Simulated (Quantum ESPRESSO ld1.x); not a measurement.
Results of a calculation; reference values are marked as such.
Task: All-electron atom: Eu+ in [Xe] 4f6 6s1.5 6p0.5 (fractional occupations, a model configuration). Level of theory: non-relativistic Kohn-Sham, LDA (Slater exchange, Perdew-Wang correlation), spin-polarised, spherical densities, point nucleus; open shells are filled with parallel spins first; relativity is left out, which matters for an element this heavy (ld1.x of Quantum ESPRESSO 7.5). Some entries of the table are withheld. Estimate them.

orbital  occ.  eigenvalue (eV)  <1/r> (bohr^-1)  r(max) (bohr)
1s up       1         -45521.8            62.42        0.01598
1s down     1         -45521.8            62.42        0.01598
2s up       1         -7233.08            14.49        0.08759
2s down     1         -7232.95            14.49        0.08759
2p up       3         -6878.56            14.52        0.06817
2p down     3         -6878.48            14.52        0.06817
3s up       1         -1598.82            5.446         0.2445
3s down     1         -1596.05            5.451         0.2444
3p up       3         -1441.23            5.388         0.2316
3p down     3         -1438.68            5.393         0.2315
3d up       5         -1146.49            5.287         0.1850
3d down     5         -1144.60            5.292         0.1849
4s up       1         -325.827            2.326         0.5585
4s down     1         -320.590            2.324         0.5584
4p up       3         -264.711            2.233         0.5643
4p down     3         -259.511            2.231         0.5642
4d up       5         -155.808            2.029         0.5727
4d down     5         -150.699            2.025         0.5727
5s up       1         -52.9256           0.9208          1.289
5s down     1         -50.6610           0.9049          1.302
5p up       3         -35.9404           0.8185          1.401
5p down     3         -34.1024           0.8013          1.421
4f up       6         -23.9431            1.542         0.5712
4f down     0         -19.3602            1.509         0.5742
6s up       1              (1)           0.3411          3.308
6s down   0.5              (2)           0.3358          3.351
6p up     0.5              (3)           0.2850          3.932
6p down     0              (4)           0.2760          4.034

Result: 
(1) 6s up eigenvalue (eV): -10.3730
(2) 6s down eigenvalue (eV): -9.6010
(3) 6p up eigenvalue (eV): -7.0749
(4) 6p down eigenvalue (eV): -6.4172
